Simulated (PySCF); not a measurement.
Removal energies of Hg from EOM-IP-GCCSD

Reference: closed-shell Hg, [Xe] 4f14 5d10 6s2; one electron is removed. Calculated with PySCF 2.14, two-component X2C-1e with screened spin-orbit coupling, x2c-TZVPPall-2c with one added diffuse shell each of s, p, d, f type (12s12p11d4f1g, 140 functions); frozen [Kr] 4d10 4f14; the 38 highest virtual spinors dropped; of the others 104 kept and the rest restored at second order. No Breit or QED terms. Binding energies in eV.

```json
{"level": "5p1/2", "Koopmans": "96.325", "second order": "91.213", "EOM-CCSD": "94.125", "NIST": "n/a"}
{"level": "5d3/2", "Koopmans": "17.855", "second order": "15.302", "EOM-CCSD": "16.563", "NIST": "16.706"}
{"level": "5d5/2", "Koopmans": "15.712", "second order": "13.505", "EOM-CCSD": "14.609", "NIST": "14.841"}
{"level": "6s1/2", "Koopmans": "8.916", "second order": "10.328", "EOM-CCSD": "10.292", "NIST": "10.438"}
```

In EOM-CCSD the overlap with the one-orbital guess is low for 5p1/2 (weight 0.71). That can mean mixing with two-hole, one-particle states, where second order and EOM-CCSD lose accuracy, or only a rotation among the degenerate components of the shell; the terms of those configurations are not listed.

Only part of the computed levels is shown.

Where second order misses EOM-CCSD by more than 1 eV, it overshoots the relaxation and correlation of that hole or particle, which higher orders damp.
